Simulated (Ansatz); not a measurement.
closo-1-SB6 (no H on S) (B₆H₆S). The state is a singlet with charge 0. Geometry PBE0-D4/def2-SVP, basis def2-TZVP, Ansatz.

| run | HOMO (eV) | LUMO (eV) |
| --- | --- | --- |
| A | -7.46 | -1.67 |
| B | -10.24 | 0.85 |
| C | -10.55 | 2.19 |
| D | -7.97 | -1.29 |
| E | -7.04 | -2.01 |
| F | -6.83 | -2.24 |

Another isomer (singlet) lies 0.72 eV lower at PBE0-D4/def2-TZVP; other spin states weren't run for this one.

The runs used HF, PBE, PBE0, r2SCAN, r2SCANh, ωB97X-V. Estimate which is which.

A r2SCANh (10 % exact exchange); B ωB97X-V (range-separated); C HF (100 % exact exchange); D PBE0 (25 % exact exchange); E r2SCAN (0 % exact exchange); F PBE (0 % exact exchange). Exact exchange lowers occupied and raises empty levels; among semilocal functionals meta-GGAs tend to open the gap a little, and such runs are hard to tell apart. The gap grows from 4.58 eV (PBE) to 12.74 eV (HF).
